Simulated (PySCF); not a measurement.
```xyz
9

S      0.3416     1.6294     0.1460
C      0.0495    -0.1204    -0.2938
S     -1.0678    -0.1000    -1.7565
S      1.5234    -1.0080    -0.9480
S     -0.5545    -1.1116     1.1180
H      1.0128     1.3884     1.2890
H     -2.1979     0.0870    -1.0558
H      2.3810    -0.5321    -0.0307
H     -1.4880    -0.2328     1.5319
```

Charge 0, multiplicity 1.

**Question.** Give the Mulliken and meta-Löwdin atomic charges from ωB97X-D3(BJ)/def2-TZVP // B3LYP-D3(BJ)/def2-TZVP run with PySCF.

**Answer.** 
| atom | Mulliken (e) | meta-Löwdin (e) |
|---|---|---|
| S1 | -0.15 | -0.04 |
| C2 | 0.02 | -0.21 |
| S3 | -0.15 | -0.03 |
| S4 | -0.15 | -0.03 |
| S5 | -0.15 | -0.04 |
| H6 | 0.14 | 0.08 |
| H7 | 0.15 | 0.09 |
| H8 | 0.15 | 0.09 |
| H9 | 0.14 | 0.08 |
